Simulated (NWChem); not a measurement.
Species: CH₇NOSi; SMILES C[SiH](N)O

```xyz
11

Si     0.0936     0.0850    -0.3473
C      0.3399    -1.7021     0.1848
N     -1.4912     0.5457     0.1841
O      1.2268     1.1357     0.2876
H      0.3320     0.2205    -1.8088
H     -0.3549    -2.3722    -0.3373
H      0.1865    -1.8342     1.2627
H      1.3572    -2.0347    -0.0503
H     -1.9229     1.4015    -0.1435
H     -2.1881    -0.1657     0.3665
H      1.1012     1.3275     1.2286
```
Atoms are numbered in this order, from 1.

Level: B3LYP/6-31G* (spherical d) (NWChem), optimised geometry, unscaled harmonic frequencies. B3LYP is NWChem's, with the RPA form of VWN correlation.

**Question.** List the harmonic frequencies with IR intensities, and the thermochemistry.

**Answer.** 
```json
[
 {"frequency (cm⁻¹)": "129", "IR intensity (km/mol)": "0.7"},
 {"frequency (cm⁻¹)": "186", "IR intensity (km/mol)": "18.5"},
 {"frequency (cm⁻¹)": "225", "IR intensity (km/mol)": "4.3"},
 {"frequency (cm⁻¹)": "239", "IR intensity (km/mol)": "35.6"},
 {"frequency (cm⁻¹)": "299", "IR intensity (km/mol)": "32.6"},
 {"frequency (cm⁻¹)": "366", "IR intensity (km/mol)": "114.0"},
 {"frequency (cm⁻¹)": "421", "IR intensity (km/mol)": "202.2"},
 {"frequency (cm⁻¹)": "651", "IR intensity (km/mol)": "0.1"},
 {"frequency (cm⁻¹)": "676", "IR intensity (km/mol)": "16.0"},
 {"frequency (cm⁻¹)": "764", "IR intensity (km/mol)": "16.3"},
 {"frequency (cm⁻¹)": "813", "IR intensity (km/mol)": "28.5"},
 {"frequency (cm⁻¹)": "833", "IR intensity (km/mol)": "65.3"},
 {"frequency (cm⁻¹)": "886", "IR intensity (km/mol)": "58.6"},
 {"frequency (cm⁻¹)": "920", "IR intensity (km/mol)": "72.3"},
 {"frequency (cm⁻¹)": "949", "IR intensity (km/mol)": "172.9"},
 {"frequency (cm⁻¹)": "973", "IR intensity (km/mol)": "365.8"},
 {"frequency (cm⁻¹)": "1335", "IR intensity (km/mol)": "36.0"},
 {"frequency (cm⁻¹)": "1497", "IR intensity (km/mol)": "2.8"},
 {"frequency (cm⁻¹)": "1498", "IR intensity (km/mol)": "3.6"},
 {"frequency (cm⁻¹)": "1625", "IR intensity (km/mol)": "64.0"},
 {"frequency (cm⁻¹)": "2249", "IR intensity (km/mol)": "199.8"},
 {"frequency (cm⁻¹)": "3043", "IR intensity (km/mol)": "4.0"},
 {"frequency (cm⁻¹)": "3112", "IR intensity (km/mol)": "16.0"},
 {"frequency (cm⁻¹)": "3124", "IR intensity (km/mol)": "12.2"},
 {"frequency (cm⁻¹)": "3564", "IR intensity (km/mol)": "14.8"},
 {"frequency (cm⁻¹)": "3657", "IR intensity (km/mol)": "14.5"},
 {"frequency (cm⁻¹)": "3785", "IR intensity (km/mol)": "46.0"}
]
```

```json
{
  "zero_point_energy": "54.0 kcal/mol",
  "thermal correction to the enthalpy at 298.15 K (with zero-point energy)": "58.9 kcal/mol",
  "heat capacity Cv": "23.9 cal/(mol K)",
  "entropy at 298.15 K and 1 atm (symmetry number 1)": "78.5 cal/(mol K)",
  "dipole_moment": "2.34 D"
}
```

Rigid rotor and harmonic oscillator.
